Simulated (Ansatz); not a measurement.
Mulliken charges of `C=C(F)[SeH]` from ωB97M-V/def2-TZVPP in Ansatz (PBE0-D4/def2-TZVP geometry).

```csv
atom,x (Å),y (Å),z (Å),charge (e)
C1,0.242,-0.022,1.136,-0.222
C2,-0.213,0.183,-0.087,0.110
F3,-1.468,0.590,-0.296,-0.177
Se4,0.837,0.062,-1.664,-0.014
H5,-0.386,0.185,1.994,0.114
H6,1.243,-0.397,1.288,0.117
H7,-0.194,-0.668,-2.416,0.072
```

Q: By hand: the dipole of these point charges (1 e Å = 4.8032 D).

A: Σ q r = (0.258, -0.154, 0.018) e Å, of length 0.301 e Å = 1.45 D.

Q: How does the dipole of the full density compare? (Best estimate.)

A: The calculation gave: (0.109, -0.129, 0.057) e Å, 0.86 D; the point charges give 1.69 times that, at 24° from its direction.

Point charges leave out the atoms' own dipoles, such as those of lone pairs, and Mulliken's split depends on the basis, so the two needn't agree.
